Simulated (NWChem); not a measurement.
# Atomisation of H5GeSi

```
Ge
H 1 1.5436
H 1 1.5436 2 108.53
H 1 1.5486 2 108.19 3 -117.18
Si 1 2.3930 2 109.82 4 -122.77
H 5 1.4959 1 113.12 2 -177.11
H 5 1.4959 6 109.35 1 127.05
```
Charge 0, spin multiplicity 2.

Program: NWChem. All single points use one geometry, from UB3LYP/def2-SVP, a minimum by its harmonic frequencies.

Basis set: def2-TZVP. The atomisation energy is electronic alone: no zero-point, thermal, spin-orbit or counterpoise terms. No value is extrapolated to the basis-set limit. Free atoms are single determinants with multiplicities Si 3, Ge 3, H 2. Correlated methods freeze the same cores in atoms and molecule, 14 orbitals in all.

Costs are rough ratios of processor time within this set of runs, SCF included, with PBE0 as 1. Costs are the molecule's.

The Hamiltonian is non-relativistic. B3LYP has NWChem's definition, with VWN1-RPA local correlation. GW and range-separated runs recompute their integrals, the others keep them in memory, which bears on the times. The structure started from a generated list of species. The unpaired electrons of the parent sit in orbitals of symmetry a' (Cs labels of the run); other states weren't searched. The stability of the SCF solutions was not checked. Open-shell Hartree-Fock references start from PBE0 orbitals; any time given for them includes that run.

```csv
method,atomisation energy (kcal/mol),relative cost
MP2,…,4
B3LYP,…,under 3
PBE0,409.3,1
r2SCAN,…,under 3
BHandHLYP,410.2,under 3
HF,…,under 3
CAM-B3LYP,415.7,8
PBE,408.1,under 3
```

Fill in the missing entries.


- MP2, atomisation energy (kcal/mol): 391.1
- B3LYP, atomisation energy (kcal/mol): 412.0
- r2SCAN, atomisation energy (kcal/mol): 419.8
- HF, atomisation energy (kcal/mol): 315.8
